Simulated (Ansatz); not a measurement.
`[SiH3][O][Sn][Br]` + silanol → `[SiH3][O][Sn][O][SiH3]` + HBr  (ligand exchange at the Sn–Br bond)

Gas-phase electronic energies from Ansatz, PBE0-D4/def2-TZVP geometries. CBS: MP2 limit from def2 TZ/QZ plus the TZ coupled-cluster correction, frozen cores. Elements past krypton have def2 core potentials. For Br, Sn outer-core shells are correlated without core-valence functions, which leaves a few kJ/mol of doubt a bond. Scalar relativity is left out up to krypton. Each species was taken in one conformer, which may not be the lowest.

```csv
species,CCSD(T)/CBS(def2) energy (Eh)
`[SiH3][O][Sn][Br]`,-3153.53165
`O[SiH3]`,-366.69042
`[SiH3][O][Sn][O][SiH3]`,-946.28060
HBr,-2573.91920
```

Q: Work out ΔE.

A: ΔE = (-946.28060) + (-2573.91920) − (-3153.53165) − (-366.69042) = 0.02227 Eh = +14.0 kcal/mol.

Largest T1 diagnostic among the species: 0.016.

From r2SCAN to r2SCAN0 (25 % exact exchange), in def2-TZVPP and without D4, ΔE moves by +0.9 kcal/mol. Leaving LDA and LC-ωPBE aside and taking each functional with its dispersion term where it has one, the values, not all of them listed here, spread over 3.4 kcal/mol, from CAM-B3LYP-D4 to HSE06-D4. LDA lies −1.5 kcal/mol from PBE without D4. In def2-TZVPP, CCSD(T) changes the Hartree–Fock value by −4.1 kcal/mol (the triples alone add −0.4 kcal/mol) and MP2 by −3.1 kcal/mol.
